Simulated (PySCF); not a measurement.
# How the method changes the constants of CdH

State: ²Σ⁺ (doublet), unpaired electrons σ ↑. Set-up: Cd cc-pVDZ-PP with ECP28, H cc-pVDZ; scalar-relativistic core potentials (PySCF 2.14). De refers to Cd + H in their ground configurations, without counterpoise correction. The functionals are run spin-unrestricted. A positive dipole means Cd(−)H(+).

```
      Level  Re (Å)  ωe (cm⁻¹)  De (eV)  μ (D)  CPU s a point (SCF and correlation, without the integrals)
        UHF   1.781       1500     0.63  -0.86                                                       0.088
    UHF-MP2   1.713       1598     0.54    n/a                                                        0.16
UHF-SCS-MP2   1.725       1581     0.57    n/a                                                         n/a
   UHF-CCSD   1.745       1493     0.70    n/a                                                         n/a
UHF-CCSD(T)   1.745       1479     0.68    n/a                                                         9.7
        PBE   1.782       1349     0.75  -0.31                                                        0.43
       BP86   1.779       1358     0.86  -0.30                                                         0.3
     r²SCAN   1.759       1428     0.98  -0.36                                                        0.68
    r²SCANh   1.757       1442     0.98  -0.40                                                        0.73
       PBE0   1.764       1442     0.82  -0.44                                                        0.65
      B97-3   1.792       1351     0.66  -0.44                                                        0.38
      ωB97X   1.762       1474     0.70  -0.52                                                        0.55
```

The bond length runs from 1.713 Å (UHF-MP2) to 1.792 Å (B97-3). De spans 0.54 eV (UHF-MP2, perturbation theory) to 0.98 eV (r²SCANh, hybrid meta-GGA). Correlation at CCSD(T) changes the Hartree–Fock bond energy by +0.05 eV; the triples alone change it by -0.02 eV.

Correlated steps freeze no core orbitals. Correlated levels converge slowly with the basis: in double zeta they bind strong bonds too weakly, by up to about 1 eV, and carry superposition errors of some tenths. Spin–orbit coupling is left out. The state was picked by a PBE0 search and need not be the measured ground state.

The whole job (state search and all levels along the bond) took about 2.3 min on 1 thread of Arm Neoverse V1 (shared host), peak memory 0.53 GiB.
